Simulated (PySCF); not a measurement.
Correlation energy of Rh⁺ (rhodium, charge +1)

[Kr] 4d8, high-spin 3F determinant. Calculation: PySCF 2.14, in x2c-TZVPPall with one added diffuse shell each of s, p, d, f type (9s7p7d3f1g, 95 functions); scalar relativity by spin-free X2C-1e. Frozen: [Ar] 3d10; 16 electrons correlated.

| level | correlation energy (mhartree) |
| --- | --- |
| CCSD | -501.31 |
| (T) | -13.59 |
| CCSD(T) | -514.90 |

Diagnostics: T1 = 0.0059, D1 = 0.0116, largest double amplitude 0.017.

Cost of the coupled-cluster step: roughly 50 core-seconds, for 16 correlated electrons.

This basis was not built for core-valence correlation, so the inner-shell part is incomplete.
